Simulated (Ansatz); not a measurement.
Ansatz (an electronic-structure program) input (HF/3-21G): The .json file is the Basis Set Exchange's 3-21G.

Ansatz 0.2 input:
```yaml
crystal:
  periodic: [false, false, false]
  atoms:
    - {symbol: C, position_ang: [2.02286800, 0.39930600, 0.07500000]}
    - {symbol: O, position_ang: [0.80603200, -0.46357800, 0.09808500]}
    - {symbol: B, position_ang: [-0.61099900, -0.09037700, -0.02559700]}
    - {symbol: C, position_ang: [-0.89570200, 1.40031200, -0.28362900]}
    - {symbol: C, position_ang: [-1.57737500, -1.27882700, 0.12107900]}
    - {symbol: H, position_ang: [1.75659900, 1.28040100, -0.49425200]}
    - {symbol: H, position_ang: [2.79777800, -0.17396500, -0.42288200]}
    - {symbol: H, position_ang: [2.27553300, 0.63607300, 1.10341300]}
    - {symbol: H, position_ang: [0.98975300, -1.39676300, 0.29553000]}
    - {symbol: H, position_ang: [-0.42470200, 2.05595400, 0.45546900]}
    - {symbol: H, position_ang: [-1.96560700, 1.60277600, -0.27811700]}
    - {symbol: H, position_ang: [-0.51279300, 1.71077200, -1.26341200]}
    - {symbol: H, position_ang: [-1.12808600, -2.26514800, 0.25640000]}
    - {symbol: H, position_ang: [-2.23520800, -1.32218300, -0.75337700]}
    - {symbol: H, position_ang: [-2.24528200, -1.09215500, 0.96983900]}
basis:
  gaussian:
    orbitals: 3-21G.json
hamiltonian:
  xc: {name: HF}
total_charge: 1
relax: {f_tol: 0.003, max_steps: 120}
```

Output:

```
Functional definition: HF
integrals: 0.02 GiB planned
857 factors; integrals over basis functions are off by at most 5.1e-4 eV
mean field: 0.16 GiB planned
mean field evaluation 1: about -5917.3206 eV, gradient 3.8e1 eV
mean field evaluation 2: about -5917.5860 eV, gradient 3.8e1 eV
mean field evaluation 4: about -5920.8545 eV, gradient 3.1e0 eV
mean field evaluation 8: about -5920.8825 eV, gradient 1.2e-4 eV
mean field -5920.88252406 eV, -217.5884194410 hartree, gradient 2.4e-5 eV, S^2 0.000000; 0 other end points of the search recorded, 0 dependent functions left out
the calculation of the forces begins
reference -5920.88252406 eV, -217.5884194410 hartree; 20, 20 occupied and 45, 45 virtual orbitals, 857 factors
relax step   1: F+E_penalty+E_count = -5920.88252406 eV  Δ(F+E_penalty+E_count) = +0.000e0 eV  max|allowed force component| = 6.832e-1 eV/Å  Δτ_max = 0.0000 Å  (33 SCF iters, accepted)
these checks for a lower state are left out or cut short: starts, cluster_reference, orbital_swaps, neighbouring_geometries, increment
integrals: 0.02 GiB planned
857 factors; integrals over basis functions are off by at most 5.1e-4 eV
mean field: 0.16 GiB planned
mean field evaluation 16: about -5920.9156 eV, gradient 7.6e-3 eV
mean field -5920.91563292 eV, -217.5896361691 hartree, gradient 2.3e-5 eV, S^2 0.000000; 0 other end points of the search recorded, 0 dependent functions left out
the calculation of the forces begins
reference -5920.91563292 eV, -217.5896361691 hartree; 20, 20 occupied and 45, 45 virtual orbitals, 857 factors
relax step   2: F+E_penalty+E_count = -5920.91563292 eV  Δ(F+E_penalty+E_count) = -3.311e-2 eV  max|allowed force component| = 3.740e-1 eV/Å  Δτ_max = 0.0368 Å  (32 SCF iters, accepted)
these checks for a lower state are left out or cut short: starts, cluster_reference, orbital_swaps, neighbouring_geometries, increment
integrals: 0.02 GiB planned
857 factors; integrals over basis functions are off by at most 5.2e-4 eV
mean field: 0.16 GiB planned
mean field -5920.92047257 eV, -217.5898140230 hartree, gradient 2.3e-5 eV, S^2 0.000000; 0 other end points of the search recorded, 0 dependent functions left out
the calculation of the forces begins
reference -5920.92047257 eV, -217.5898140230 hartree; 20, 20 occupied and 45, 45 virtual orbitals, 857 factors
relax step   3: F+E_penalty+E_count = -5920.92047257 eV  Δ(F+E_penalty+E_count) = -4.840e-3 eV  max|allowed force component| = 9.745e-2 eV/Å  Δτ_max = 0.0104 Å  (32 SCF iters, accepted)
these checks for a lower state are left out or cut short: starts, cluster_reference, orbital_swaps, neighbouring_geometries, increment
integrals: 0.02 GiB planned
857 factors; integrals over basis functions are off by at most 5.2e-4 eV
mean field: 0.16 GiB planned
mean field evaluation 32: about -5920.9194 eV, gradient 8.2e-1 eV
mean field -5920.92089234 eV, -217.5898294491 hartree, gradient 2.3e-5 eV, S^2 0.000000; 0 other end points of the search recorded, 0 dependent functions left out
the calculation of the forces begins
reference -5920.92089234 eV, -217.5898294491 hartree; 20, 20 occupied and 45, 45 virtual orbitals, 857 factors
relax step   4: F+E_penalty+E_count = -5920.92089234 eV  Δ(F+E_penalty+E_count) = -4.198e-4 eV  max|allowed force component| = 4.765e-2 eV/Å  Δτ_max = 0.0388 Å  (32 SCF iters, accepted)
these checks for a lower state are left out or cut short: starts, cluster_reference, orbital_swaps, neighbouring_geometries, increment
integrals: 0.02 GiB planned
857 factors; integrals over basis functions are off by at most 5.2e-4 eV
mean field: 0.16 GiB planned
mean field -5920.92113403 eV, -217.5898383313 hartree, gradient 2.3e-5 eV, S^2 0.000000; 0 other end points of the search recorded, 0 dependent functions left out
the calculation of the forces begins
reference -5920.92113403 eV, -217.5898383313 hartree; 20, 20 occupied and 45, 45 virtual orbitals, 857 factors
relax step   5: F+E_penalty+E_count = -5920.92113403 eV  Δ(F+E_penalty+E_count) = -2.417e-4 eV  max|allowed force component| = 2.779e-2 eV/Å  Δτ_max = 0.0084 Å  (32 SCF iters, accepted)
these checks for a lower state are left out or cut short: starts, cluster_reference, orbital_swaps, neighbouring_geometries, increment
integrals: 0.02 GiB planned
857 factors; integrals over basis functions are off by at most 5.2e-4 eV
mean field: 0.16 GiB planned
mean field -5920.92112738 eV, -217.5898380868 hartree, gradient 2.3e-5 eV, S^2 0.000000; 0 other end points of the search recorded, 0 dependent functions left out
the calculation of the forces begins
reference -5920.92112738 eV, -217.5898380868 hartree; 20, 20 occupied and 45, 45 virtual orbitals, 857 factors
relax step   6: F+E_penalty+E_count = -5920.92112738 eV  Δ(F+E_penalty+E_count) = +6.651e-6 eV  max|allowed force component| = 2.550e-2 eV/Å  Δτ_max = 0.0054 Å  (32 SCF iters, rejected (line search))
these checks for a lower state are left out or cut short: starts, cluster_reference, orbital_swaps, neighbouring_geometries, increment
integrals: 0.02 GiB planned
857 factors; integrals over basis functions are off by at most 5.2e-4 eV
mean field: 0.16 GiB planned
mean field evaluation 64: about -5920.9212 eV, gradient 2.3e-5 eV
mean field -5920.92118556 eV, -217.5898402248 hartree, gradient 2.3e-5 eV, S^2 0.000000; 0 other end points of the search recorded, 0 dependent functions left out
[...]
reference -5920.92214249 eV, -217.5898753912 hartree; 20, 20 occupied and 45, 45 virtual orbitals, 857 factors
relax step  24: F+E_penalty+E_count = -5920.92214249 eV  Δ(F+E_penalty+E_count) = -4.660e-5 eV  max|allowed force component| = 6.957e-4 eV/Å  Δτ_max = 0.0047 Å  (33 SCF iters, accepted)
these checks for a lower state are left out or cut short: starts, cluster_reference, orbital_swaps, neighbouring_geometries, increment
integrals: 0.02 GiB planned
857 factors; integrals over basis functions are off by at most 5.3e-4 eV
mean field: 0.16 GiB planned
mean field evaluation 224: about -5920.9222 eV, gradient 2.4e-5 eV
mean field -5920.92216388 eV, -217.5898761776 hartree, gradient 2.3e-5 eV, S^2 0.000000; 0 other end points of the search recorded, 0 dependent functions left out
the calculation of the forces begins
reference -5920.92216388 eV, -217.5898761776 hartree; 20, 20 occupied and 45, 45 virtual orbitals, 857 factors
relax step  25: F+E_penalty+E_count = -5920.92216388 eV  Δ(F+E_penalty+E_count) = -2.140e-5 eV  max|allowed force component| = 2.965e-3 eV/Å  Δτ_max = 0.0133 Å  (32 SCF iters, accepted)
these checks for a lower state are left out or cut short: starts, cluster_reference, orbital_swaps, neighbouring_geometries, increment
integrals: 0.02 GiB planned
857 factors; integrals over basis functions are off by at most 5.3e-4 eV
mean field: 0.16 GiB planned
mean field -5920.92202129 eV, -217.5898709372 hartree, gradient 2.3e-5 eV, S^2 0.000000; 0 other end points of the search recorded, 0 dependent functions left out
the calculation of the forces begins
reference -5920.92202129 eV, -217.5898709372 hartree; 20, 20 occupied and 45, 45 virtual orbitals, 857 factors
relax step  26: F+E_penalty+E_count = -5920.92202129 eV  Δ(F+E_penalty+E_count) = +1.426e-4 eV  max|allowed force component| = 6.256e-2 eV/Å  Δτ_max = 0.0590 Å  (32 SCF iters, rejected (line search))
these checks for a lower state are left out or cut short: starts, cluster_reference, orbital_swaps, neighbouring_geometries, increment
integrals: 0.02 GiB planned
857 factors; integrals over basis functions are off by at most 5.3e-4 eV
mean field: 0.16 GiB planned
mean field -5920.92219218 eV, -217.5898772175 hartree, gradient 2.3e-5 eV, S^2 0.000000; 0 other end points of the search recorded, 0 dependent functions left out
the calculation of the forces begins
reference -5920.92219218 eV, -217.5898772175 hartree; 20, 20 occupied and 45, 45 virtual orbitals, 857 factors
relax step  27: F+E_penalty+E_count = -5920.92219218 eV  Δ(F+E_penalty+E_count) = -2.830e-5 eV  max|allowed force component| = 7.822e-3 eV/Å  Δτ_max = 0.0244 Å  (32 SCF iters, accepted)
these checks for a lower state are left out or cut short: starts, cluster_reference, orbital_swaps, neighbouring_geometries, increment
integrals: 0.02 GiB planned
857 factors; integrals over basis functions are off by at most 5.3e-4 eV
mean field: 0.16 GiB planned
mean field -5920.92219878 eV, -217.5898774601 hartree, gradient 2.3e-5 eV, S^2 0.000000; 0 other end points of the search recorded, 0 dependent functions left out
the calculation of the forces begins
reference -5920.92219878 eV, -217.5898774601 hartree; 20, 20 occupied and 45, 45 virtual orbitals, 857 factors
relax step  28: F+E_penalty+E_count = -5920.92219878 eV  Δ(F+E_penalty+E_count) = -6.602e-6 eV  max|allowed force component| = 1.457e-2 eV/Å  Δτ_max = 0.0173 Å  (33 SCF iters, accepted)
these checks for a lower state are left out or cut short: starts, cluster_reference, orbital_swaps, neighbouring_geometries, increment
integrals: 0.02 GiB planned
857 factors; integrals over basis functions are off by at most 5.3e-4 eV
mean field: 0.16 GiB planned
mean field evaluation 256: about -5920.6289 eV, gradient 1.4e-3 eV
mean field -5920.92220527 eV, -217.5898776985 hartree, gradient 2.3e-5 eV, S^2 0.000000; 0 other end points of the search recorded, 0 dependent functions left out
the calculation of the forces begins
reference -5920.92220527 eV, -217.5898776985 hartree; 20, 20 occupied and 45, 45 virtual orbitals, 857 factors
relax step  29: F+E_penalty+E_count = -5920.92220527 eV  Δ(F+E_penalty+E_count) = -6.489e-6 eV  max|allowed force component| = 9.955e-3 eV/Å  Δτ_max = 0.0047 Å  (33 SCF iters, accepted)
these checks for a lower state are left out or cut short: starts, cluster_reference, orbital_swaps, neighbouring_geometries, increment
integrals: 0.02 GiB planned
857 factors; integrals over basis functions are off by at most 5.3e-4 eV
mean field: 0.16 GiB planned
mean field -5920.92219362 eV, -217.5898772704 hartree, gradient 2.3e-5 eV, S^2 0.000000; 0 other end points of the search recorded, 0 dependent functions left out
the calculation of the forces begins
reference -5920.92219362 eV, -217.5898772704 hartree; 20, 20 occupied and 45, 45 virtual orbitals, 857 factors
relax step  30: F+E_penalty+E_count = -5920.92219362 eV  Δ(F+E_penalty+E_count) = +1.165e-5 eV  max|allowed force component| = 1.634e-2 eV/Å  Δτ_max = 0.0110 Å  (32 SCF iters, rejected (line search))
these checks for a lower state are left out or cut short: starts, cluster_reference, orbital_swaps, neighbouring_geometries, increment
integrals: 0.02 GiB planned
857 factors; integrals over basis functions are off by at most 5.3e-4 eV
mean field: 0.16 GiB planned
mean field -5920.92221409 eV, -217.5898780226 hartree, gradient 2.3e-5 eV, S^2 0.000000; 0 other end points of the search recorded, 0 dependent functions left out
the calculation of the forces begins
reference -5920.92221409 eV, -217.5898780226 hartree; 20, 20 occupied and 45, 45 virtual orbitals, 857 factors
relax step  31: F+E_penalty+E_count = -5920.92221409 eV  Δ(F+E_penalty+E_count) = -8.820e-6 eV  max|allowed force component| = 3.551e-3 eV/Å  Δτ_max = 0.0054 Å  (32 SCF iters, accepted)
these checks for a lower state are left out or cut short: starts, cluster_reference, orbital_swaps, neighbouring_geometries, increment
integrals: 0.02 GiB planned
857 factors; integrals over basis functions are off by at most 5.3e-4 eV
mean field: 0.16 GiB planned
mean field evaluation 288: about -5920.9222 eV, gradient 9.4e-5 eV
mean field -5920.92221622 eV, -217.5898781009 hartree, gradient 2.3e-5 eV, S^2 0.000000; 0 other end points of the search recorded, 0 dependent functions left out
the calculation of the forces begins
reference -5920.92221622 eV, -217.5898781009 hartree; 20, 20 occupied and 45, 45 virtual orbitals, 857 factors
relax step  32: F+E_penalty+E_count = -5920.92221622 eV  Δ(F+E_penalty+E_count) = -2.128e-6 eV  max|allowed force component| = 2.674e-3 eV/Å  Δτ_max = 0.0059 Å  (32 SCF iters, accepted)
these checks for a lower state are left out or cut short: starts, cluster_reference, orbital_swaps, neighbouring_geometries, increment
integrals: 0.02 GiB planned
857 factors; integrals over basis functions are off by at most 5.3e-4 eV
mean field: 0.16 GiB planned
mean field -5920.92221808 eV, -217.5898781691 hartree, gradient 2.3e-5 eV, S^2 0.000000; 0 other end points of the search recorded, 0 dependent functions left out
the calculation of the forces begins
reference -5920.92221808 eV, -217.5898781691 hartree; 20, 20 occupied and 45, 45 virtual orbitals, 857 factors
relax step  33: F+E_penalty+E_count = -5920.92221808 eV  Δ(F+E_penalty+E_count) = -1.857e-6 eV  max|allowed force component| = 1.981e-3 eV/Å  Δτ_max = 0.0106 Å  (32 SCF iters, accepted)
integrals: 0.02 GiB planned
857 factors; integrals over basis functions are off by at most 5.3e-4 eV
mean field: 0.16 GiB planned
mean field -5920.92221808 eV, -217.5898781691 hartree, gradient 2.3e-5 eV, S^2 0.000000; 1 other end points of the search recorded, 0 dependent functions left out
the calculation of the forces begins
reference -5920.92221808 eV, -217.5898781691 hartree; 20, 20 occupied and 45, 45 virtual orbitals, 857 factors
Total energy: -5920.92221808 eV, -217.5898781691 hartree
Atom 0 at     2.060129     0.408139     0.077882 Å, force    -0.000049     0.000777    -0.000411 eV/Å
Atom 1 at     0.819926    -0.465134     0.162650 Å, force     0.000680     0.000210     0.001527 eV/Å
Atom 2 at    -0.614276    -0.093164    -0.018129 Å, force    -0.000348    -0.000542    -0.001971 eV/Å
Atom 3 at    -0.900377     1.401370    -0.342220 Å, force    -0.000066     0.000789     0.001981 eV/Å
Atom 4 at    -1.606326    -1.278792     0.149238 Å, force     0.000438     0.000413     0.000513 eV/Å
Atom 5 at     1.709821     1.395994    -0.149574 Å, force     0.001086    -0.001926     0.000536 eV/Å
Atom 6 at     2.665904    -0.000007    -0.711483 Å, force    -0.000845     0.000892     0.001457 eV/Å
Atom 7 at     2.534405     0.357006     1.041777 Å, force    -0.000477     0.000250    -0.001872 eV/Å
Atom 8 at     1.007443    -1.398333     0.365757 Å, force    -0.000119    -0.000178    -0.000405 eV/Å
Atom 9 at    -0.551265     2.069587     0.445538 Å, force    -0.000204    -0.000082    -0.000865 eV/Å
Atom 10 at    -1.963720     1.575880    -0.457777 Å, force     0.000173    -0.000074    -0.000064 eV/Å
Atom 11 at    -0.421704     1.723748    -1.267267 Å, force     0.000063    -0.000386    -0.000302 eV/Å
Atom 12 at    -1.162410    -2.242906     0.380132 Å, force     0.000074    -0.000171    -0.000025 eV/Å
Atom 13 at    -2.198105    -1.398717    -0.758617 Å, force    -0.000073     0.000182    -0.000301 eV/Å
Atom 14 at    -2.326637    -1.052072     0.935642 Å, force    -0.000333    -0.000154     0.000202 eV/Å
Dipole moment:     0.728817    -0.202571     0.095010 e Å
```

The dipole moment of an ion depends on the origin.

The geometry given is a B3LYP-D3(BJ)/def2-TZVP minimum.
